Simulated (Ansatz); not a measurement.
A structure relaxed at PBE-D4/def2-SVP in Ansatz, charge -1, singlet:

```xyz
28

Ge   -2.054    0.845   -2.101
Ge    0.735   -1.474   -3.908
Ge   -1.627    2.002    1.640
Ge    1.617    0.916    3.813
Ga    1.425   -0.171   -0.110
Ge   -1.028    0.232    0.045
Ge    1.662   -2.051   -1.706
Ge   -1.647   -0.919   -3.756
Ge    2.103   -0.851    2.175
Ge   -0.776    1.442    3.872
H    -3.594    1.136   -2.050
H    -1.403    2.151   -2.661
H     0.902   -2.577   -5.011
H     1.439   -0.207   -4.499
H    -3.160    2.312    1.753
H    -0.960    3.354    1.227
H     2.077    0.608    5.281
H     2.346    2.249    3.436
H     2.173    1.148   -0.604
H    -1.897   -0.987    0.522
H     0.888   -3.364   -1.332
H     3.113   -2.564   -2.034
H    -2.438   -2.197   -3.324
H    -2.227   -0.529   -5.160
H     1.349   -2.094    2.765
H     3.618   -1.187    2.426
H    -1.556    0.194    4.400
H    -1.080    2.584    4.901
```

**Question.** Give its formula and point group.

**Answer.** GaGe₉H₁₈⁻, a doped cluster cut from the lattice of germanium (Ga on a surface site). Point group Cs (tolerance 0.1 Å).

**Question.** Summarise the bond lengths by kind (pairs closer than 1.2 times the sum of covalent radii, bridged metal pairs left out).

**Answer.** 8 × Ge–Ge 2.45 to 2.46 Å; 3 × Ga–Ge 2.48 to 2.49 Å; 17 × Ge–H 1.56 to 1.57 Å; 1 × Ga–H 1.59 Å.

Single mean-field runs in def2-SVP are fitted with def2-universal-jkfit.
